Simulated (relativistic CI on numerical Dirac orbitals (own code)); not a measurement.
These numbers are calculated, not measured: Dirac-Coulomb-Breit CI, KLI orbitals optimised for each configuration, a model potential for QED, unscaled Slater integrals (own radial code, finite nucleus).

The strongest absorption lines from the ground level of an ion, among the configurations computed and to levels below about 261 eV (vacuum wavelength in Å, gf): 72.285 (0.17), 74.521 (0.41), 78.275 (3.1), 129.09 (4.9), 129.18 (0.42), 131.34 (0.46), 132.37 (2.4), 144.82 (3.8).

Which ion is it?
A. Mn⁶⁺
B. Co⁸⁺
C. Cu⁸⁺
D. Cu¹⁰⁺

D. Cu¹⁰⁺ has 19 electrons and the ground level 3s2.3p6.3d 2D_3/2; the strongest line goes to 3s2.3p5.3d2 2D°_3/2. The pattern of lines fixes the number of electrons, and along that sequence the line energies rise steadily with the charge (about as its square where n changes within one kind of shell, about linearly where n is kept but much faster in heavy ions where fine structure, which grows about as Z⁴, sets the gap, and irregularly where shells cross), which fixes Z. Configurations outside the model, such as inner-shell arrays, can give stronger lines. At this charge energies of transitions that change n are usually good to better than 1 %, and those within a shell (Δn = 0) to a few per cent.

LS names give the leading component of a level, which can be under half, so a name can repeat, a term be missing and a line seem to break the LS rules.
